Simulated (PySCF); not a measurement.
Polarisability and C₆ of Pt²⁺ (platinum, charge +2)

[Xe] 4f14 5d8, high-spin 3F determinant. All numbers are calculated (PySCF 2.14, scalar relativity through the core potential, in aug-cc-pVTZ-PP with one added diffuse shell each of s, p, d, f, g type with ECP60MDF (7s7p6d4f3g, 113 functions)). Coupled (time-dependent) response in atomic units; α is the mean over directions.

```json
{"method": "PBEsol", "mean α (bohr³)": "9.862", "C₆ (like pair)": "64.55", "S(−4)": "22.80"}
```

S(−4) is the Cauchy moment in α(ω) = α(0) + S(−4) ω² + …

Spin-orbit coupling is absent.

α(iu) at PBEsol:

| u (hartree) | α(iu) (bohr³) |
| --- | --- |
| 0 | 9.862 |
| 0.0500 | 9.806 |
| 0.100 | 9.643 |
| 0.200 | 9.076 |
| 0.300 | 8.344 |
| 0.500 | 6.889 |
| 0.750 | 5.444 |
| 1.00 | 4.382 |
| 1.50 | 2.983 |
| 2.00 | 2.141 |
| 3.00 | 1.235 |
| 5.00 | 0.5467 |

A single London oscillator, α(iu) = α/(1 + u²/ω²), gives C₆ = (3/4) ω α². Matching the computed C₆ needs ω = 4 × 64.55 / (3 × 9.862²) = 0.885 hartree.

For an ion, C₆ is the dispersion term alone; charge-induced terms of lower order in 1/R come first.

Energies and moments cover only the electrons outside the core potential. Spin-orbit coupling, absent here, splits the open shell strongly.
